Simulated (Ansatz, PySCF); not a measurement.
selenophene (C4H4Se), SMILES c1cc[se]c1.

Geometry: r2SCAN-D4/def2-SVP.

Vertical ionisation energy (IE) and electron affinity (EA) in eV. Rows of orbital energies are one-electron estimates. Where ΔSCF, EOM or ADC give a negative EA the extra electron is unbound and the value depends on the basis.

```csv
level,IE,EA
"−ε(HOMO), −ε(LUMO), PBE0/def2-TZVP (PySCF)",6.83,0.64
"−ε(HOMO), −ε(LUMO), PBE/def2-TZVP (PySCF)",5.80,1.48
"ΔSCF, CAM-B3LYP/def2-SVPD (Ansatz), final states of multiplicity 2 and 2",8.88,-1.10
"ΔSCF, PBE/def2-SVPD (Ansatz), final states of multiplicity 2 and 2",?,?
```

Question: What belongs in the gaps? (Estimate from the structure and the level; the computed values follow.)

Answer: 
- ΔSCF, PBE/def2-SVPD (Ansatz, a first-principles code), final states of multiplicity 2 and 2, IE: 8.83
- ΔSCF, PBE/def2-SVPD (Ansatz), final states of multiplicity 2 and 2, EA: -0.98

Question: What vertical singlet–triplet gap does ΔSCF give with CAM-B3LYP/def2-SVPD (Ansatz) and with PBE/def2-SVPD (Ansatz)? (An estimate is asked for; the answer gives what the named calculation found.)

Answer: 3.59 and 3.67 eV (triplet above singlet where positive).
